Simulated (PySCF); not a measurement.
Bonds (- single, = double, # triple, : aromatic): C1-C2, C2#C3, C3-C4, C4=C5, C5-O6, O6-Si7, Si7-O8, C5-C9, C9-F10, C9-C4. C1 carries H11, H12, H13; Si7 carries H14, H15; O8 carries H16; C9 carries H17. Stereochemistry as in CC#CC1=C(O[SiH2]O)[C@H]1F. H15 is pro-R; H14 is pro-S.

All values are calculated (PySCF 2.14): geometry: GFN2-xTB, NMR shieldings at PBE0/pcSseg-1/GIAO. No solvent, fast rotation and ring inversion assumed for equivalent nuclei, relativity neglected, one conformer.

Scale: $^{13}$C vs TMS (reference shieldings calculated alike).

Problem. Do the $^{13}$C shifts follow the atomic charges (in e)? Tabulate both.

Solution. 
```tsv
atoms	hybridisation	δ (ppm)	σ para (ppm)	Hirshfeld	IAO	Mulliken	ESP-fitted
C5	sp2	139.7	-209	+0.08	+0.20	+0.20	+0.03
C2	sp	103.1	-185	-0.03	-0.01	-0.31	+0.27
C4	sp2	85.7	-153	-0.03	-0.07	-0.15	+0.28
C9	sp3	73.9	-137	+0.03	+0.12	+0.18	-0.01
C3	sp	72.5	-132	-0.07	-0.08	+0.22	-0.46
C1	sp3	6.1	-74	-0.09	-0.44	-0.20	-0.57
```

Correlation coefficients of δ with charge over these carbons: Hirshfeld +0.80, IAO +0.89, Mulliken +0.31, ESP-fitted +0.69; with the paramagnetic shielding -0.99. With so few points, grouped by hybridisation, these coefficients are fragile. Charge is one influence among several: hybridisation and low-lying excitations act through the paramagnetic term.

Shifts are as computed. Against solution values, carbons near 30 ppm lie about +3 ppm off and those near 130 ppm about +5 ppm. Of 1211 compounds with measured shifts, 218 miss one by over three times the rms of a fit or turn the order of signals round; such compounds aren't used in these exercises.
